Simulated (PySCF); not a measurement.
Identify the unknown among the candidates.

All candidates are CH9ClOSi3.

| technique | computed result |
| --- | --- |
| UV, first state | lowest singlet excitation: 6.11 eV (203 nm, f = 0.022) [TDDFT B3LYP/def2-SVPD] |
| Triplet | lowest triplet excitation (Tamm–Dancoff): 5.60 eV [TDA B3LYP/def2-SVPD] |
| NMR, other nuclei | isotropic shieldings of nuclei other than C and H, by class: 336 (1 O), 373 (1 Si), 379 (1 Si), 469 (1 Si), 928 (1 Cl) ppm [GIAO PBE0/pcSseg-1] |
| Dipole | 1.47 D [B3LYP/def2-SVPD] |
| Polarisability | 109.6 au [B3LYP/def2-SVPD] |
| 1H NMR | chemical shifts (computed TMS as zero) by class: 5.74 (2 H), 5.05 (2 H), 3.58 (3 H), 2.85 (2 H) ppm [GIAO PBE0/pcSseg-1] |
| Rotational structure | rotational constants A, B, C: 1.717, 1.078, 0.706 GHz [GFN2-xTB] |
| 13C NMR | chemical shifts (computed TMS as zero) by class: 34.6 (1 C) ppm [GIAO PBE0/pcSseg-1] |

Gas-phase values; electronic properties from PySCF, density fitting. Levels stand in brackets. Geometry: GFN2-xTB, one conformer, isolated molecule. NMR classes are plain means over equivalent atoms (diastereotopic ones count apart unless rotation or inversion swaps them), as if these changed places fast.

**Question.** Which candidate is it?
A. `[SiH3]C[Si@H](Cl)O[SiH3]`
B. `[SiH3]O[SiH2][SiH2]CCl`
C. `C[Si@H]([SiH3])O[SiH2]Cl`
D. `[SiH3]O[Si@@H]([SiH3])CCl`
E. `[SiH3][SiH2]O[SiH2]CCl`

**Answer.** E. It is `[SiH3][SiH2]O[SiH2]CCl`. Numbering: `[SiH3:1][SiH2:2][O:3][SiH2:4][CH2:5][Cl:6]`. Its formula, CH9ClOSi3, gives 0 degrees of unsaturation, so no ring and no π bond. The one carbon: sp3 C–Cl carbon [C5] (34.6 ppm). Hydrogen classes from least to most shielded: 2 H on an oxygen-bound silicon, Si2 (5.74 ppm), 2 H on an oxygen-bound silicon, Si4 (5.05 ppm), 3 H on an SiH3 silicon, Si1 (3.58 ppm, a mean of values up to 0.6 ppm apart in this geometry), 2 H on an sp3 C–Cl carbon, C5 (2.85 ppm). The other shieldings belong to: 336 ppm, siloxane oxygen [O3]; 373 ppm, oxygen-bound silicon [Si2]; 379 ppm, oxygen-bound silicon [Si4]; 469 ppm, SiH3 silicon [Si1]; 928 ppm, alkyl chlorine [Cl6]. S1 is mainly HOMO→LUMO (weight 0.88); the largest Löwdin shares of the orbital it empties are 0.28 on the alkyl chlorine, 0.14 on the sp3 C–Cl carbon, 0.13 on the siloxane oxygen and 0.10 on the SiH3 silicon, of the orbital it fills 0.32 on an oxygen-bound silicon, 0.20 on the SiH3 silicon, 0.09 on an Si–H hydrogen and 0.07 on the siloxane oxygen. The optimised geometry has point group C1 and is an asymmetric top.

The others, at the same levels:
- `[SiH3]O[SiH2][SiH2]CCl` fails: its computed 13C shifts are 30.3 (1 C) ppm, 1H shifts are 5.68 (2 H), 5.10 (3 H), 4.12 (2 H), 3.14 (2 H) ppm and lowest singlet excitation is 5.88 eV (211 nm, f = 0.012) (against 6.11 eV).
- `[SiH3]O[Si@@H]([SiH3])CCl` fails: its computed 1H shifts are 5.39 (1 H), 5.07 (3 H), 3.48 (3 H), 3.39 (1 H), 3.07 (1 H) ppm, lowest singlet excitation is 5.91 eV (210 nm, f = 0.002) (against 6.11 eV) and rotational constant A is 2.108 GHz (against 1.717 GHz).
- `[SiH3]C[Si@H](Cl)O[SiH3]` fails: its computed 13C shifts are 0.5 (1 C) ppm, 1H shifts are 5.39 (1 H), 5.16 (3 H), 4.03 (3 H), 0.38 (1 H), -0.01 (1 H) ppm and lowest singlet excitation is 7.05 eV (176 nm, f = 0.001) (against 6.11 eV).
- `C[Si@H]([SiH3])O[SiH2]Cl` fails: its computed 13C shifts are 3.6 (1 C) ppm, 1H shifts are 5.71 (1 H), 5.42 (1 H), 5.38 (1 H), 3.48 (3 H), 0.52 (3 H) ppm and lowest singlet excitation is 6.49 eV (191 nm, f = 0.029) (against 6.11 eV).

Each candidate is one conformer, not necessarily the lowest. Dipoles, sizes and rotational constants follow the conformer. The torsions of the flexible species, by atom-mapped SMILES:
- `[SiH3:1][SiH2:2][O:3][SiH2:4][CH2:5][Cl:6]`: Si1–Si2–O3–Si4 30°, Si2–O3–Si4–C5 23°, O3–Si4–C5–Cl6 -63°
- `[SiH3:1][O:2][SiH2:3][SiH2:4][CH2:5][Cl:6]`: Si1–O2–Si3–Si4 -60°, O2–Si3–Si4–C5 109°, Si3–Si4–C5–Cl6 -57°
- `[SiH3:1][O:2][Si@@H:3]([SiH3:4])[CH2:5][Cl:6]`: Si1–O2–Si3–Si4 48°, O2–Si3–C5–Cl6 -177°
- `[SiH3:1][CH2:2][Si@H:3]([Cl:4])[O:5][SiH3:6]`: Si1–C2–Si3–Cl4 171°, C2–Si3–O5–Si6 49°
- `[CH3:1][Si@H:2]([SiH3:3])[O:4][SiH2:5][Cl:6]`: C1–Si2–O4–Si5 72°, Si2–O4–Si5–Cl6 27°
